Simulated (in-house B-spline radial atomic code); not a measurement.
The numbers below are computed, except where a source is named.
## Stopping and range of 10 keV Cl in InAs

The pair potential comes from two frozen, spherical free-atom densities (PBE, B-spline radial code, scalar-relativistic past argon): electrostatics plus the change in Thomas-Fermi kinetic and Dirac exchange energy where they overlap, the recipe behind the universal ZBL potential, which averages such potentials (from solid-state densities) over many pairs. It is written V = (Z1 Z2 e²/r) φ(r/a), with e² = 14.3996 eV·Å and a = 0.46850 Å/(Z1^0.23 + Z2^0.23); ZBL's fit is φ = 0.18175 e^(−3.1998x) + 0.50986 e^(−0.94229x) + 0.28022 e^(−0.4029x) + 0.02817 e^(−0.20162x). Where φ falls below 4e-4 it is continued as an exponential.

The target is taken as amorphous, with density 5.68 g/cm³ (NSM archive of the Ioffe Institute); channelling is ignored. Masses: Cl 35.45, In 114.82, As 74.92 u. Nuclear stopping is S_n = 4π a Z1 Z2 e² M1/(M1 + M2) × s_n(ε), with s_n integrated over impact parameters for each pair. Electronic stopping is Lindhard and Scharff's S_e = Z1^(1/6) 8π e² a0 Z1 Z2/(Z1^(2/3) + Z2^(2/3))^(3/2) × v/v0, with a0 = 0.529177 Å and v = v0 at 24.801 keV/u; it misses the oscillations with Z1 seen in experiment, which reach tens of per cent. Compounds add by atom fraction.

| target atom | a (Å) | ε at this energy | s_n, this pair | s_n, ZBL potential |
| --- | --- | --- | --- | --- |
| In | 0.10730 | 0.06835 | 0.3064 | 0.2952 |
| As | 0.11279 | 0.09478 | 0.3278 | 0.3145 |

Q: What are the atom density and the stopping powers at entry?

A: N = 5.68 × 0.602214/94.87 = 0.03606 atoms/Å³. For In: S_n = 3815 × 0.3064 = 1169 eV·Å², S_e = 3.0497 × √10000 = 305 eV·Å². For As: S_n = 3678 × 0.3278 = 1206 eV·Å², S_e = 2.6446 × √10000 = 264.5 eV·Å². Averaged over the target's atoms (half each) and times N × 10 Å/nm, the ion loses N S_n = 428 eV/nm to recoils and N S_e = 103 eV/nm to electrons; the nuclear share is 81 %.

Along the track:

```
E (keV)  N S_n (eV/nm)  N S_e (eV/nm)
    0.5            157             23
    1.5            247           39.8
      3            314           56.2
      5            365           72.6
    7.5            403           88.9
     10            428            103
```

Q: Estimate the path length and the projected range.

A: With continuous slowing down the path is the integral of dE/(N (S_n + S_e)). Trapezoids over the table give 24.4 nm, and the stretch below the first row, with stopping taken as √E, adds 2E/(N S) = 5.6 nm: 30 nm in all, against 29.1 nm on a fine grid from 5 eV. Deflections shorten the depth: to first order in the energy passed on, N (S_n + S_e) dR_p/dE = 1 − N S_n (M2/M1) R_p/(2E), summed over the target's atoms, and integrating this on the fine grid gives R_p = 10.4 nm, 0.36 of the path. Lindhard's rule of thumb R/(1 + M2/3M1), with mean M2/M1 = 2.68, gives 15.4 nm; it is meant for M2/M1 below about 2. On the ZBL potential the same equation gives 10.8 nm, and the full integral equation, which keeps hard collisions, 11.4 nm.
